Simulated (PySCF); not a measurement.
NMR parameters of ZnH2

ZnH2, H2Zn, point group D∞h.

Cartesian coordinates in Å; atom numbers follow the order of the lines, from 1:
```xyz
3

Zn    0.0000    0.0000    0.0000
H    -0.0189   -0.0234    1.5501
H     0.0189    0.0234   -1.5501
```

GIAO calculations in PySCF 2.14 on the PBE0-D3(BJ)/def2-SVP structure: isolated species, non-relativistic, equivalent atoms averaged; basis pcSseg-1 (pcSseg-2 on Zn).

Problem. Give the isotropic shieldings (ppm) with B3LYP, PBE, PBE0.

Solution. 
```
             atoms       environment  B3LYP    PBE   PBE0
               Zn1  Zn bonded to 2 H   1632   1598   1657
             H2/H3  hydrogen on a Zn  27.03  26.75  26.94
HOMO–LUMO gap (eV)                 –   8.41   6.89   8.93
```

Problem. And the chemical shifts, against references computed in the same way?

Solution. 
| atoms | nucleus, reference | B3LYP | PBE | PBE0 |
| --- | --- | --- | --- | --- |
| H2/H3 | 1H, TMS | 4.35 | 4.45 | 4.33 |

Problem. Which part of the shielding of Zn1 depends on the functional?

Solution. Diamagnetic: B3LYP 2520, PBE 2519, PBE0 2520 ppm; paramagnetic: B3LYP -887, PBE -922, PBE0 -862 ppm. The diamagnetic part, set mainly by inner electrons, hardly moves; the paramagnetic part goes with low-lying magnetically allowed excitations and carries the spread.

Problem. What couplings does PBE/pcJ-1 (pcSseg-1 on Zn) give?

Solution. 2J(H2,H3) = 105.4 Hz (averaged over equivalent pairs; isotopes 1H).
